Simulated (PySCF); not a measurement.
Dissociation curve of SiH, doublet.

Calculation: CCSD(T) on UHF/cc-pVTZ, 5 core orbitals frozen in PySCF.

Question: Relative to R = 1.53 Å, what are the energies at R = 1.61, 1.80, 1.92, 2.09 Å?

Answer: 1.0 kcal/mol at 1.61 Å, 8.5 kcal/mol at 1.80 Å, 15.2 kcal/mol at 1.92 Å, 25.3 kcal/mol at 2.09 Å.

The scan ran from 1.14 to 6.11 Å; beyond the distances shown one of the unrestricted levels run for this scan, shown here or not, changes its spin distribution in one step. The unrestricted determinant behind UCCSD(T) is spin-contaminated at 1.14 to 1.29 Å (<S²> up to 0.9, against 0.75 for a pure doublet).
